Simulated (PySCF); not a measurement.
**Stationary points of ZrO(OH)₂**

These are results of PBE0/[Zr def2-SVP with ECP28, O def2-SVP, H def2-SVP], scalar-relativistic core potentials, density fitting, no spin–orbit coupling, PySCF, not measurements.

Relaxations began from a few typed shapes. The search is not exhaustive: other isomers or separated fragments can lie lower, and high-lying points may rest on an excited occupation.

Which is the lowest minimum found?
A. singlet C2v: O–H 0.959 Å (×2), Zr–O 1.753 Å, Zr–O 1.970 Å (×2); H–O–Zr 147.3° (×2), O–Zr–O 117.6° (×2), O–Zr–O 124.8°
B. singlet Cs: O–H 0.959 Å (×2), Zr–O 1.751 Å, Zr–O 1.964 Å (×2); H–O–Zr 142.0° (×2), O–Zr–O 113.7° (×2), O–Zr–O 118.7°

B. The others lie at 2.6 (singlet C2v, a saddle point) kJ/mol above it.

For the lowest minimum: stability towards spin polarisation was not tested.
